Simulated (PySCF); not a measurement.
Computed shifts of a molecule C3H9B, PBE0/pcSseg-1 in PySCF, GIAO, gas phase, atoms alike by connectivity averaged where their shifts nearly agree, in ppm (number of nuclei): ¹³C: 18.6 (3). ¹H: 1.16 (9). References: ¹¹B against BF3 (σ = 88.8 ppm); ¹³C against TMS (σ = 186.3 ppm); ¹H against TMS (σ = 31.56 ppm), references at their B3LYP-D3(BJ)/def2-TZVP geometries, non-relativistic. Geometry optimised at PBE0-D3(BJ)/def2-SVP. The values are those of a single conformer.

### Question
Pick the molecule that these values belong to.
A. BC(C)C
B. CBCC
C. CB(C)C
D. BCCC

### Answer
C, CB(C)C
